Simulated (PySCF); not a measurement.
C4H5Br.

```xyz
10

C     -1.3278    -1.9897     0.0000
C     -0.0020    -1.8168     0.0000
C      0.7209    -0.5497     0.0000
C      2.0569    -0.4573     0.0000
Br    -0.3087     1.0450     0.0000
H     -2.0132    -1.1383     0.0000
H     -1.7588    -2.9931     0.0000
H      0.6564    -2.6931     0.0000
H      2.6563    -1.3718     0.0000
H      2.5750     0.5023     0.0000
```

Coordinates come from a PBE0-D3(BJ)/def2-SVP optimisation. Other conformers were not sampled.

Method: PySCF with B3LYP/pcSseg-1. Non-relativistic, no solvent.

Computed absolute GIAO shielding of each atom: isotropic value and principal components (ppm):
```tsv
atom	σ(iso)	σ11	σ22	σ33	span
C1	51.3	-56.0	51.9	158.1	214.0
C2	35.9	-72.9	48.0	132.5	205.5
C3	24.9	-76.2	51.3	99.8	175.9
C4	51.5	-50.1	72.9	131.6	181.7
Br5	2069.5	1472.6	1845.0	2890.8	1418.1
H6	25.5	22.3	23.0	31.2	8.9
H7	25.9	24.3	24.8	28.6	4.3
H8	25.0	23.1	24.3	27.7	4.6
H9	25.8	22.7	24.4	30.2	7.5
H10	25.7	22.5	23.1	31.6	9.1
```
